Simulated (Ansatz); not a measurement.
```yaml
crystal:
  periodic: [false, false, false]
  atoms:
    - {symbol: Na, position_ang: [0.621154, 1.299795, 0.386913]}
    - {symbol: Na, position_ang: [-0.569891, -1.246931, -0.586463]}
    - {symbol: S, position_ang: [1.860607, -0.995935, 0.330341]}
    - {symbol: S, position_ang: [-1.911879, 0.943061, -0.130782]}
basis:
  gaussian: {orbitals: aug-cc-pVDZ}
hamiltonian: {xc: {name: revPBE0}, dispersion: d4}
accuracy: high
scf: {omitted_lower_state_checks: [starts]}
```

```sh
$ ansatz run in.yaml --threads 2 --pin off --events-out ev --progress --plain --max-ram 4352MiB
```

Output, abridged:

```
Functional definition: revPBE0
2091 factors; integrals over basis functions are off by at most 3.3e-9 eV
mean field evaluation 1: about -30495.3483 eV, gradient 2.2e1 eV
mean field evaluation 2: about -30495.5592 eV, gradient 2.1e1 eV
mean field evaluation 4: about -30496.8308 eV, gradient 8.4e0 eV
mean field evaluation 8: about -30497.2013 eV, gradient 1.0e-1 eV
mean field evaluation 16: about -30497.2040 eV, gradient 2.5e-3 eV
mean field evaluation 32: about -30497.2040 eV, gradient 2.7e-7 eV
mean field -30497.20401880 eV, -1120.7515759437 hartree, gradient 3.3e-8 eV, S^2 0.000000; 0 other end points of the search recorded, 0 dependent functions left out
reference -30497.20402530 eV, -1120.7515761823 hartree; 27, 27 occupied and 81, 81 virtual orbitals, 2091 factors
Total energy: -30497.42891988 eV, -1120.7598409057 hartree
Checks for a lower state left out: starts
```

Run time 11 s (2 threads of Arm Neoverse V2 on a shared host).
